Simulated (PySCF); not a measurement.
## ²⁹Si chemical shifts

Method: geometry: GFN2-xTB, σ from GIAO-PBE0/pcSseg-1, in PySCF 2.14.0 with density-fitted response routines (one averaged value for each set of equivalent atoms, no solvent, non-relativistic Hamiltonian, one computed conformer).

Shieldings were converted by a linear fit to measured shifts: ²⁹Si: δ = 279.94 − 0.822σ (rms 8.9 ppm, 72 shifts, 25.8 ppm with the 6 outliers that the fit left out vs TMS, solution or neat liquid). Occasional misses reach two or three times the rms, and more in compound classes unlike the fitted ones.

**Question.** Give the ²⁹Si shifts of `O=C([SiH3])O[Si@@H]([SiH3])N[SiH3]`, `CC1=C[Si@H](C#N)C=CC[SiH2]1`, `C#C[SiH2][Si@H]1C[C@H](CC#N)C1`, `C=CC1=C([SiH3])[P@@]1(=O)C(F)(F)F`, `C[C@@]1(C(=O)F)CC[C@@H]([SiH3])C1`.

**Answer.** 
```json
{"compound": "[O:1]=[C:2]([SiH3:3])[O:4][Si@@H:5]([SiH3:6])[NH:7][SiH3:8]", "environment": "Si5: silicon bonded to N, O, Si, H", "δ (ppm)": "-13.2"}
{"compound": "[O:1]=[C:2]([SiH3:3])[O:4][Si@@H:5]([SiH3:6])[NH:7][SiH3:8]", "environment": "Si8: silicon bonded to N, 3 H", "δ (ppm)": "-56.9"}
{"compound": "[O:1]=[C:2]([SiH3:3])[O:4][Si@@H:5]([SiH3:6])[NH:7][SiH3:8]", "environment": "Si3: silicon bonded to C, 3 H", "δ (ppm)": "-76.3"}
{"compound": "[O:1]=[C:2]([SiH3:3])[O:4][Si@@H:5]([SiH3:6])[NH:7][SiH3:8]", "environment": "Si6: silicon bonded to Si, 3 H", "δ (ppm)": "-107.8"}
{"compound": "[CH3:1][C:2]1=[CH:3][Si@H:4]([C:5]#[N:6])[CH:7]=[CH:8][CH2:9][SiH2:10]1", "environment": "Si10: silicon bonded to 2 C, 2 H, in a 7-membered ring", "δ (ppm)": "-59.0"}
{"compound": "[CH3:1][C:2]1=[CH:3][Si@H:4]([C:5]#[N:6])[CH:7]=[CH:8][CH2:9][SiH2:10]1", "environment": "Si4: silicon bonded to 3 C, H, in a 7-membered ring", "δ (ppm)": "-63.6"}
{"compound": "[CH:1]#[C:2][SiH2:3][Si@H:4]1[CH2:5][C@H:6]([CH2:7][C:8]#[N:9])[CH2:10]1", "environment": "Si4: silicon bonded to 2 C, Si, H, in a 4-membered ring", "δ (ppm)": "-47.3"}
{"compound": "[CH:1]#[C:2][SiH2:3][Si@H:4]1[CH2:5][C@H:6]([CH2:7][C:8]#[N:9])[CH2:10]1", "environment": "Si3: silicon bonded to C, Si, 2 H", "δ (ppm)": "-88.1"}
{"compound": "C=CC1=C([SiH3])[P@@]1(=O)C(F)(F)F", "environment": "silicon bonded to C, 3 H", "δ (ppm)": "-83.2"}
{"compound": "C[C@@]1(C(=O)F)CC[C@@H]([SiH3])C1", "environment": "silicon bonded to C, 3 H", "δ (ppm)": "-61.5"}
```
